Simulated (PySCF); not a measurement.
```xyz
13

N     -3.2126     1.5838    -1.3717
C     -2.6030     0.7630    -0.8460
C     -1.8099    -0.2644    -0.1740
C     -0.3708     0.1556     0.0082
C      0.6753    -0.5475    -0.4168
Si     2.4445    -0.0204    -0.1590
H     -2.2710    -0.4562     0.8007
H     -1.8699    -1.1904    -0.7489
H     -0.2298     1.0963     0.5327
H      0.4817    -1.4784    -0.9475
H      3.1780    -1.0467     0.6202
H      2.4584     1.2656     0.5753
H      3.1291     0.1396    -1.4638
```

Charge 0, multiplicity 1.

Problem. Give the Mulliken and meta-Löwdin atomic charges from M06-2X/def2-TZVP // B3LYP-D3(BJ)/def2-TZVP in PySCF 2.14.0.

Solution. 
| atom | Mulliken (e) | meta-Löwdin (e) |
|---|---|---|
| N1 | 0.02 | -0.22 |
| C2 | -0.17 | 0.10 |
| C3 | -0.27 | -0.22 |
| C4 | -0.08 | -0.07 |
| C5 | -0.31 | -0.36 |
| Si6 | 0.23 | 0.52 |
| H7 | 0.18 | 0.16 |
| H8 | 0.18 | 0.15 |
| H9 | 0.16 | 0.12 |
| H10 | 0.14 | 0.12 |
| H11 | -0.03 | -0.10 |
| H12 | -0.03 | -0.10 |
| H13 | -0.02 | -0.10 |
